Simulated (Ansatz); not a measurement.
Mulliken charges of C3H5BrO, SMILES `OC/C=C/Br` from PBE/def2-TZVPP in Ansatz (PBE0-D4/def2-TZVP geometry).

```tsv
atom	x (Å)	y (Å)	z (Å)	charge (e)
O1	0.302	-1.879	0.732	-0.298
C2	0.769	-0.756	0.014	0.069
C3	-0.352	0.099	-0.481	-0.180
C4	-0.468	1.372	-0.144	-0.058
Br5	-1.865	2.482	-0.733	-0.049
H6	-0.245	-1.562	1.456	0.182
H7	1.330	-1.163	-0.832	0.078
H8	1.467	-0.154	0.612	0.060
H9	-1.091	-0.377	-1.118	0.098
H10	0.238	1.888	0.495	0.099
```

Question: By hand: the dipole of these point charges (1 e Å = 4.8032 D).

Answer: Σ q r = (0.209, 0.054, 0.090) e Å, of length 0.234 e Å = 1.12 D.

Question: How does the dipole of the full density compare? (An estimate is asked.)

Answer: Ansatz gave: (0.128, 0.075, 0.149) e Å, 1.01 D; the point charges give 1.11 times that, at 26° from its direction.

Point charges leave out the atoms' own dipoles, such as those of lone pairs, and Mulliken's split depends on the basis, so the two needn't agree.
